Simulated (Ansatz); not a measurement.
Gas-phase electronic energies from Ansatz, PBE0-D4/def2-TZVP geometries. CCSD(T)/CBS is the MP2 limit (def2-TZVPP, def2-QZVPP) plus CCSD(T) − MP2 in def2-TZVPP, frozen cores. DFT in def2-TZVPP. B3LYP here is the variant with VWN-RPA as its local correlation; programs differ in this. Elements past krypton have def2 core potentials. For Ga, In outer-core shells are correlated without core-valence functions, which leaves a few kJ/mol of doubt a bond. Scalar relativity is left out up to krypton.

Reaction (redistribution): `N#[C][In]([F])[Cl]` + `[Cl][GaH2]` → `[F][InH][Cl]` + `N#[C][GaH][Cl]`

`N#[C][In]([F])[Cl]`:

```xyz
5

N    -0.477   -0.012   -2.576
C    -0.291    0.007   -1.439
In    0.079    0.022    0.610
F    -1.213    0.861    1.762
Cl    1.902   -0.877    1.643
```

`[Cl][GaH2]`:

Z-matrix (Å, degrees):
```
Ga
Cl 1 2.149
H 1 1.556 2 115.2
H 1 1.556 2 115.2 3 -180.0
```

`[F][InH][Cl]`:

```xyz
4

F    -1.769    0.624    0.070
In    0.102    0.117    0.124
Cl    0.448   -1.673   -1.287
H     1.219    0.932    1.093
```

`N#[C][GaH][Cl]`:

```xyz
5

N     0.567   -1.595   -1.747
C     0.279   -0.814   -0.949
Ga   -0.228    0.524    0.352
Cl    0.395    0.077    2.330
H    -1.012    1.808    0.014
```

Question: Is it downhill or uphill in electronic energy at CCSD(T)/CBS, and by how much? (Estimate.)

Answer: Computed: Downhill: ΔE = -0.29 eV.

Question: What do these levels give: PBE-D4, r2SCAN0-D4, PBE-QIDH, BLYP, B3LYP, r2SCANh, RPA@PBE/def2-TZVPP, HF/def2-TZVPP, CCSD/def2-TZVPP, HF/def2-QZVPP, HF/CBS(def2), CCSD/CBS(def2)? (Estimate.)

Answer: Ansatz gave: PBE-D4 -0.32, r2SCAN0-D4 -0.34, PBE-QIDH -0.30, BLYP -0.32, B3LYP -0.32, r2SCANh -0.34, RPA@PBE/def2-TZVPP -0.27, HF/def2-TZVPP -0.28, CCSD/def2-TZVPP -0.29, HF/def2-QZVPP -0.27, HF/CBS(def2) -0.27, CCSD/CBS(def2) -0.30 eV.

Largest T1 diagnostic among the species: 0.016.

At CCSD(T), def2-SVP lies +0.04 eV from the extrapolated value and def2-TZVPP +0.00 eV. Leaving LDA and LC-ωPBE aside and taking each functional with its dispersion term where it has one, the values, not all of them listed here, spread over 0.04 eV, from r2SCANh-D4 to ωB97X-V. LDA lies −0.06 eV from PBE without D4.
